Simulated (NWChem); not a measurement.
System: GeSiH5Cl; SMILES [GeH2]([Cl])[SiH3]

Here is an NWChem input.

```
start job
memory heap 200 mb stack 900 mb global 1100 mb
geometry units angstroms noautoz
  Si     0.582492    -1.925227     0.012458
  Ge    -0.654417     0.110746     0.069213
  Cl     0.696403     1.652794    -0.668424
  H     -0.270702    -3.049746     0.505339
  H      1.005001    -2.197718    -1.392416
  H      1.783070    -1.788587     0.887890
  H     -1.077943     0.539309     1.485588
  H     -1.879309     0.117924    -0.862853
end
basis spherical
  Si library pcseg-2
  Ge library pcseg-2
  Cl library pcseg-2
  H library pcseg-2
end
dft
  xc hfexch
  iterations 150
  semidirect filesize 400000000
  mulliken
end
task dft energy
```

Geometry: optimised at PBE0/def2-SVP.

Task: Give the results of this calculation. (Hartree-Fock/pcseg-2.) Quantities: basis functions; energy (Ha); highest occupied level (eV); orbital gap (eV); dipole (D).

Result: number of basis functions: 181
energy (Ha): -2826.79
highest occupied level (eV): -10.91
orbital gap (eV): 13.21
dipole (D): 2.45
